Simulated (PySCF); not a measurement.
# Löwdin shares of the frontier orbitals

Species: C4H8F2O2.
Geometry (PBE0-D3(BJ)/def2-SVP, Å), atoms numbered from 1 in this order:
```
atom  x, y, z in Å
C1    -2.6301    0.2521   -0.0139
O2    -1.8412   -0.7051   -0.6676
C3    -0.6389   -1.0195   -0.0602
C4     0.4537    0.0188   -0.2608
F5     0.5509    0.3649   -1.5661
F6     0.1439    1.1818    0.3866
O7     1.6162   -0.4812    0.2027
C8     2.7551    0.3505    0.0733
H9    -3.6386    0.1921   -0.4461
H10   -2.6997    0.0471    1.0718
H11   -2.2473    1.2782   -0.1450
H12   -0.2686   -1.9523   -0.5097
H13   -0.7401   -1.1793    1.0313
H14    3.5929   -0.2016    0.5152
H15    2.9703    0.5608   -0.9853
H16    2.6143    1.2988    0.6135
```

Computed, not measured: TDDFT CAM-B3LYP/def2-SVPD, vertical, gas phase, core orbitals frozen in the response (PySCF 2.14.0, density-fitted response routines).

Kohn–Sham orbitals with the atoms that hold most of them (Löwdin shares over 4%, at most four atoms; ? is withheld):

| orbital | ε (eV) | atoms |
| --- | --- | --- |
| LUMO+2 | 2.15 | O7 18%, H12 11%, C3 8%, C1 8% |
| LUMO+1 | 1.69 | C1 17%, C8 15%, H14 9%, H10 8% |
| LUMO | 1.25 | ? |
| HOMO | ? | O2 56%, C1 12%, C3 8%, H11 7% |
| HOMO-1 | -10.47 | ? |
| HOMO-2 | -10.83 | O2 40%, C1 12%, O7 11%, C3 8% |
| HOMO-3 | -11.74 | O7 45%, C8 21%, H14 9%, F5 5% |

(1) Which atoms hold the LUMO, and with what shares?

(2) Give the leading atoms of the HOMO-1.

(3) What is the HOMO energy, and the HOMO–LUMO gap?

Answers

(1) C8 (bonded to O and 3 H) 19%; C1 (bonded to O and 3 H) 9%; C3 (bonded to C, O and 2 H) 9%; C4 (bonded to C, 2 F and O) 8%.

(2) O7 (bonded to 2 C) 46%; C8 (bonded to O and 3 H) 12%; O2 (bonded to 2 C) 11%; H15 (bonded to C) 6%. By element: oxygen 57%, carbon 12% or more, hydrogen 6% or more.

(3) ε(HOMO) = -9.31 eV; the gap is 10.56 eV (0.3880 hartree).

The HOMO–LUMO gap is 10.56 eV. Where does the response calculation put the lowest singlet, and from which orbitals?

S1 is at 7.57 eV (f = 0.014), 2.99 eV below the gap, made of HOMO→LUMO (58%), HOMO→LUMO+1 (28%). 

Next come S2 at 8.42 eV (f 0.028), HOMO→LUMO+3 (38%), HOMO→LUMO+2 (30%), HOMO→LUMO+1 (16%); S3 at 8.66 eV (f 0.012), HOMO-1→LUMO (74%); S4 at 8.71 eV (f 0.024), HOMO→LUMO+3 (29%), HOMO→LUMO+2 (22%), HOMO→LUMO (18%); S5 at 8.82 eV (f 0.032), HOMO→LUMO+4 (54%), HOMO→LUMO+6 (13%), HOMO→LUMO (10%).

Löwdin shares depend on the basis, the more so with diffuse functions.

On an Arm Neoverse V2 with one thread, shared host, this took 2.5 min wall and 1.3 GiB of memory at its peak.

One conformer stands for the species.

Without π bonds the low states are Rydberg-like; a valence basis with one diffuse set may place them up to an eV too high.
